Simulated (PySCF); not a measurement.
# SeOF₄, singlet: computed properties

Method: PySCF, B3LYP, basis Se def2-SVP, O def2-SVP, F def2-SVP (no relativity, density fitting).

The structure is a minimum.

* Point group: C2v
* Bond lengths: Se–F 1.723 Å (×2), Se–F 1.746 Å (×2), Se–O 1.588 Å
* Bond angles: F–Se–F 85.3° (×4), F–Se–F 109.4°, F–Se–F 163.7°, F–Se–O 98.1° (×2), F–Se–O 125.3° (×2)
* Highest occupied level: -10.11 eV
* Entropy at 298.15 K and 1 bar: 329.0 J/(mol K)
* Lowest empty level: -4.34 eV
* Principal quadrupole moments (Buckingham, traceless) about the centre of mass: -2.40, -1.22, 3.62 D Å
* Heat capacity Cp at 298.15 K: 96.3 J/(mol K)
* Principal polarisabilities: 24.9, 27.9, 29.9 bohr³
* Enthalpy at 298.15 K above 0 K: 18.80 kJ/mol
* Rotational constants: 0.1104, 0.08933, 0.08821 cm⁻¹
* Rotational symmetry number: 2
* Zero-point energy: 35.9 kJ/mol
* Atomisation energy without zero-point energy: 1480 kJ/mol
* Dipole moment: 0.70 D

Harmonic modes (masses in u: Se 79.917, O 15.995, F 18.998):
```json
{"symmetry": "a1", "ω (cm⁻¹)": "135", "IR (km/mol)": "0.3", "type": "bend"}
{"symmetry": "b1", "ω (cm⁻¹)": "180", "IR (km/mol)": "1.8", "type": "bend"}
{"symmetry": "b1", "ω (cm⁻¹)": "357", "IR (km/mol)": "36.5", "type": "bend"}
{"symmetry": "a1", "ω (cm⁻¹)": "378", "IR (km/mol)": "38.1", "type": "bend"}
{"symmetry": "a2", "ω (cm⁻¹)": "395", "IR (km/mol)": "0.0", "type": "bend"}
{"symmetry": "b2", "ω (cm⁻¹)": "396", "IR (km/mol)": "0.9", "type": "bend"}
{"symmetry": "b2", "ω (cm⁻¹)": "424", "IR (km/mol)": "56.5", "type": "bend"}
{"symmetry": "a1", "ω (cm⁻¹)": "610", "IR (km/mol)": "0.6", "type": "stretch"}
{"symmetry": "a1", "ω (cm⁻¹)": "681", "IR (km/mol)": "38.0", "type": "stretch"}
{"symmetry": "b2", "ω (cm⁻¹)": "712", "IR (km/mol)": "177", "type": "stretch"}
{"symmetry": "b1", "ω (cm⁻¹)": "720", "IR (km/mol)": "109", "type": "stretch"}
{"symmetry": "a1", "ω (cm⁻¹)": "1022", "IR (km/mol)": "64.8", "type": "stretch"}
```

In C2v the vibrations span 5a1 + 3b1 + a2 + 3b2. The a2 mode carries no infrared intensity, as symmetry demands.

Charges (e):
```csv
atom,Mulliken,Löwdin,polar tensor,Mayer order to Se1
Se1,1.56,1.20,2.66,–
O2,-0.39,-0.36,-0.54,1.78
"F3,5",-0.31,-0.23,-0.53,0.87
"F4,6",-0.27,-0.19,-0.53,0.91
```

Mulliken populations on Se1: s 7.37, p 14.29, d 10.78.

Counting electrons, selenium keeps none of its valence electrons outside its bonds, so the VSEPR class is AX5 and the expected shape is trigonal bipyramidal; with unlike ligands the computed point group is C2v.

This need not be the most stable arrangement of these atoms.

The final relaxation and frequency run took about 2.7 core-minutes on a shared host.
